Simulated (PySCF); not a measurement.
**How strongly Al binds etchant and ambient atoms**

PBE in PySCF with def2-TZVPP on every atom, for the lowest determinant that a PBE0 search found; no spin–orbit coupling. D0 is De less the harmonic zero-point energy.

```tsv
X	state of AlX	D0(AlX) (eV)	D0(X₂) (eV)
Cl	singlet (closed shell)	5.23	2.81
Br	singlet (closed shell)	4.67	2.47
O	doublet (σ ↑)	5.64	6.15
```

Q: Give the energy of Al + X₂ → AlX + X at 0 K for each X.

A: Cl: 2.81 − 5.23 = -2.42 eV; Br: 2.47 − 4.67 = -2.20 eV; O: 6.15 − 5.64 = +0.51 eV (PBE/def2-TZVPP; negative means exothermic).

Q: Does an atom of Cl displace O from AlO?

A: AlO + Cl → AlCl + O has ΔE = 5.64 − 5.23 = +0.41 eV at PBE/def2-TZVPP, so it is uphill.

Gas-phase diatomics only hint at surface chemistry, where an atom holds several bonds.

States were picked by a PBE0 search and need not be the measured ground states.
